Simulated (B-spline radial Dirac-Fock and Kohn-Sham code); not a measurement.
**Two-hole binding energies of In⁺**

System: In⁺, configuration [Kr] 4d9 5s2 5p1 (an excited configuration).

The computed values come from an atomic code on a B-spline grid: ΔSCF Dirac-Fock with Breit, self-energy and vacuum polarisation, finite nucleus, configuration average. U is the two-hole binding energy less the two single-hole energies, the effective repulsion of the holes after relaxation. Each two-hole energy is an average over J within one jj subconfiguration.

```tsv
holes	E(a) (eV)	E(b) (eV)	E(ab) (eV)	U (eV)
1s⁻¹ 2p3/2⁻¹	27964.1	3756.4	31921.7	201.2
1s⁻¹ 3p1/2⁻¹	27964.1	730.7	28758.6	63.8
1s⁻¹ 3p3/2⁻¹	27964.1	692.2	28716.5	60.2
1s⁻¹ 3d3/2⁻¹	27964.1	475.9	28495.5	55.5
2s⁻²	4269.8	4269.8	8665.4	125.9
2s⁻¹ 2p3/2⁻¹	4269.8	3756.4	8140.4	114.2
2p1/2⁻²	3964.4	3964.4	8085.5	156.7
2p3/2⁻²	3756.4	3756.4	7653.3	140.5
2p1/2⁻¹ 3s⁻¹	3964.4	854.2	4870.6	52.0
2p1/2⁻¹ 3p3/2⁻¹	3964.4	692.2	4710.2	53.6
2p3/2⁻¹ 3p1/2⁻¹	3756.4	730.7	4542.1	54.9
2p1/2⁻¹ 3d3/2⁻¹	3964.4	475.9	?	?
2p3/2⁻¹ 3d3/2⁻¹	3756.4	475.9	4289.3	56.9
3p1/2⁻²	730.7	730.7	1505.4	43.9
```

Problem. Give the missing two-hole energy and U.

Solution. E(ab) = 4494.7 eV and U = 54.4 eV.
